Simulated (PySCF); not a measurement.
Mo(O)2(Br)(NH2) (BrH2MoNO2), SMILES [O]=[Mo](=[O])([Br])[NH2], multiplicity 1.

The structure is a stationary point at B3LYP-D3(BJ)/def2-SVP. The spin state was assumed, not searched. The structure was generated by enumeration; whether it is a known compound was not checked. The def2 effective core potentials stand for the cores of Mo; spin–orbit coupling is left out. Other conformers were not sampled.

All values below come from ωB97X/def2-TZVP (PySCF).

Isolated molecule, no solvent.

Estimate the frontier levels, gap, dipole moment and polarisability. (An estimate is asked for; the answer gives what the named calculation found.)


```json
{
 "highest_occupied_level": "-10.83 eV",
 "lowest_empty_level": "-0.78 eV",
 "orbital_gap": "10.05 eV",
 "dipole_moment": "3.95 D",
 "quadrupole, principal values (traceless, Buckingham form, about the centre of nuclear charge)": "-9.43, -5.04, 14.47 D·Å",
 "mean_static_polarisability": "71.0 bohr³ (10.52 Å³)",
 "polarisability_principal_values": "62.4, 66.1, 84.4 bohr³"
}
```
